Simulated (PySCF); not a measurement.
Checking a proposed structure

A compound C₆H₁₁B gives the data below (simulated from a calculation) and was assigned the structure `B/C(=C\C)C(=C)C`.

¹³C{¹H} NMR (computed): δ 176.0 (CH), 164.3 (C), 156.2 (C), 119.5 (CH2), 26.7 (CH3), 20.5 (CH3).

¹H NMR (400 MHz, computed): δ 7.09 (q, J = 8.3 Hz, 1H), 6.68 (br, 2H), 5.33 (dq, J = 3.1, 2.1 Hz, 1H), 4.72 (dq, J = 3.1, 1.5 Hz, 1H), 2.18 (d, J = 8.3 Hz, 3H), 2.04 (t, J = 1.8 Hz, 3H).

[PySCF 2.14.0 with density-fitted response routines: NMR shieldings at PBE0/pcSseg-1/GIAO; PBE0-D3(BJ)/def2-SVP geometry; J: B3LYP/pcJ-1 (spin–dipole term only in couplings to heteroatoms); relativity neglected; one averaged value for each set of equivalent atoms; gas phase; a single conformation]

Shifts are taken against calculated references (same method and geometry level): TMS for ¹H, ¹³C.

Task: Compare with the shifts computed for the proposed structure, pairing carbons in order of shift.

Result: Atoms are numbered as in `[BH2:1]/[C:2](=[CH:3]\[CH3:4])[C:5](=[CH2:6])[CH3:7]`. Each H is labelled by its parent atom.

```json
{"atom": "C3", "computed for proposal": "164.9", "given list": "176.0", "difference": "-11.1"}
{"atom": "C2", "computed for proposal": "151.3", "given list": "164.3", "difference": "-13.0"}
{"atom": "C5", "computed for proposal": "150.5", "given list": "156.2", "difference": "-5.7"}
{"atom": "C6", "computed for proposal": "124.4", "given list": "119.5", "difference": "+4.9"}
{"atom": "C7", "computed for proposal": "22.7", "given list": "26.7", "difference": "-4.0"}
{"atom": "C4", "computed for proposal": "21.7", "given list": "20.5", "difference": "+1.2"}
```

The rms difference is 7.8 ppm and the largest -13.0 ppm at C2 (fully substituted alkene carbon). The proposal doesn't fit.

Task: Which isomer fits?

Result: SMILES B/C(=C/C)C(=C)C.

1. δC 176.0: alkene CH.
2. δC 164.3, 156.2: fully substituted alkene carbon; an sp2 carbon of a C=C bond.
3. δC 119.5: terminal =CH2 carbon; an sp2 carbon of a C=C bond.
4. δC 26.7, 20.5: allylic methyl carbon; saturated and bonded to C and H only.
5. The protons at 7.09 and 2.18 share a coupling of 8.3 Hz (vicinal).
6. The protons at 5.33 and 4.72 share a coupling of 3.1 Hz (geminal).

The data come from this structure; uniqueness wasn't tested.

Hydrogens on boron are broadened and split by ¹¹B (spin 3/2, 80 %) and 10B (spin 3). A carbon bonded to boron is broadened by the quadrupolar boron nucleus and is often missing from a measured spectrum. Multiplet labels drop couplings under 1 Hz and merge nearly equal ones. Unscaled 3J(H,H) at this level run about 10 % above measured values. Shifts are as computed. Against solution values, carbons near 30 ppm lie about +2 ppm off and those near 130 ppm about +5 ppm. Of 1309 compounds with measured shifts, 239 miss one by over three times the rms of a fit or turn the order of signals round; such compounds aren't used in these exercises.
